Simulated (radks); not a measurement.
Effect of the nuclear size on neutral niobium, [Kr] 4d4 5s1. All-electron calculation, Dirac Kohn-Sham, exchange-only LDA, spin-unpolarised, spherical densities, finite nucleus; open shells are shared between the two j in proportion to 2j + 1; Fermi nuclear charge, rms radius 4.324 fm. Program: a radial shooting solver on a logarithmic mesh with Libxc functionals. The rms radius is varied about that value; shifts are against it.

rms radius (fm)	total energy shift (eV)	density at nucleus (e/bohr^3)	1s1/2 shift (meV)	2s1/2 shift (meV)	4s1/2 shift (meV)
3.6538	-0.362	8.356e+04	-153	-16.2	-0.450
4.164	-0.0913	8.244e+04	-38.6	-4.10	-0.114
4.324	0	8.212e+04	0.000	0.000	0.000
4.7002	0.227	8.142e+04	96.0	10.2	0.282
4.8904	0.348	8.109e+04	147	15.6	0.433

Slopes of the eigenvalues against <r^2> in GHz/fm^2, as finite differences over the two radii next to the reference (eigenvalue slopes, not the field-shift constants of lines): 1s1/2 6850, 2s1/2 726, 4s1/2 20.1.
